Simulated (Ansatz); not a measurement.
SiH2MeBr (CH₅BrSi). Total charge 0; singlet. Geometry r2SCAN-D4/def2-TZVP; atoms count from 1.

```xyz
8

Si    0.152   -0.175   -0.815
H     1.567   -0.485   -1.129
H    -0.355    0.838   -1.770
C    -0.055    0.379    0.946
H     0.536    1.281    1.127
H     0.279   -0.397    1.638
H    -1.102    0.603    1.161
Br   -1.022   -2.043   -1.159
```

(1) Estimate the Mulliken populations from the PBE0/def2-TZVP orbitals of Ansatz.

(2) And the Mayer bond orders between bonded heavy atoms (over 0.3)?

## Answers

(1) 
| atom | charge (e) |
| --- | --- |
| Si1 | 0.31 |
| H2 | -0.01 |
| H3 | -0.01 |
| C4 | -0.48 |
| H5 | 0.14 |
| H6 | 0.15 |
| H7 | 0.15 |
| Br8 | -0.25 |
Mulliken values and Mayer orders depend strongly on the basis.

(2) Si1–C4 1.03 (1.86 Å); Si1–Br8 1.12 (2.23 Å).
